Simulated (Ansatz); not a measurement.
**Energy profile**

The step: MgNH₄Cl ([NH3][MgH][Cl]) + NH₃ → MgN₂H₅Cl ([NH2][Mg]([NH3])[Cl]) + H₂; bonds formed: Mg1–N7, H2–H6, H4–N7; dative contacts that become bonds: Mg1–N5; bonds broken: Mg1–H2, H4–N5, H6–N7 (atoms numbered as in the saddle structure below).

```xyz
11
angstrom
Mg -0.6642 -1.5321 -0.1300
H -0.2011 -0.5249 -1.6352
Cl -1.6437 -3.4895 -0.4723
H 0.4137 0.9858 0.3408
N -0.0974 -0.3444 1.3598
H 0.1544 0.3567 -1.2770
N 0.5857 1.4230 -0.6197
H -0.8143 -0.0972 2.0349
H 0.6750 -0.6732 1.9311
H 0.0285 2.2564 -0.7630
H 1.5634 1.6395 -0.7695
```

Electronic energies by CCSD(T) at an estimated basis limit (MP2 extrapolated from triple and quadruple zeta, plus CCSD(T) − MP2 in triple zeta), on PBE0-D4/def2-TZVP structures; MgN$_{2}$H$_{7}$Cl, closed shell; no counterpoise correction. Program: Ansatz 0.2.0. Basis: def2-TZVPP and def2-QZVPP. Cores are frozen in the correlated methods. The outer core shell of Li, Na, Mg and K is correlated. The def2 sets are not built for correlating such inner shells, so the correlated values are less sure here. Extrapolation: Hartree–Fock as exp(−7.88 √X), correlation as X^−2.97.

(1) Give the profile in eV, counted from the separated reactants. (Judge from chemistry; the value comes from the calculation.)

T1 diagnostic: at most 0.009.

Answers

(1) Computed:
```
                                                                                                                                              point      eV
          separated: MgHCl (linked as [MgH][Cl]; Mg1, H2, Cl3; singlet) + NH$_{3}$ (H4, N5, H8, H9; singlet) + NH$_{3}$ (H6, N7, H10, H11; singlet)   0.000
                                                                                                                                    start structure  -1.492
                                                                                                                                             saddle  -0.300
                                                                                                                                      end structure  -1.662
separated: MgNH$_{2}$Cl (linked as [NH2][Mg][Cl]; Mg1, Cl3, N5, H8, H9; singlet) + H$_{2}$ (H2, H6; singlet) + NH$_{3}$ (H4, N7, H10, H11; singlet)  -0.391
```
The saddle lies below the separated reactants: the barrier is submerged.

For scale, one of the runs: CCSD(T)/def2-TZVPP, 234 basis functions, launched by `ansatz run in.yaml --threads 4 --pin off --events-out ev --progress --plain --max-ram 9574MiB`. The run took 110 s on 4 CPU threads of an Intel Xeon Platinum 8488C (shared host), with 4.6 GiB of host memory at its peak.
